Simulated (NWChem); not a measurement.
# SiHOBr, singlet; SMILES O[Si]Br

```xyz
4

Si     0.6064     1.1652     0.0000
Br     0.0130    -1.0154     0.0000
O     -0.9114     1.8489     0.0000
H     -0.9123     2.8146     0.0000
```
Atoms are numbered in this order, from 1.

Computed with NWChem. Low-valent species are run as closed-shell singlets; no triplet was tried in these runs. The geometry was optimised at PBE0/def2-SVP. Level: PBE0/def2-SVP with SMD (1 M gas to 1 M solution), gas-phase geometry. Reactions with the solvent are ignored.

For solvent n-hexane:

| Item | Result |
|---|---|
| solvation free energy (kcal/mol) | -4.4 |
| cavity-dispersion-structure term (kcal/mol) | -2.8 |
| dipole in solution (D) | 3.04 |

How do the values read with solvent water instead?

The solvation free energy (kcal/mol) comes out as -6.1 and the cavity-dispersion-structure term (kcal/mol) comes out as 0.3. The dipole in solution (D) is 3.59.
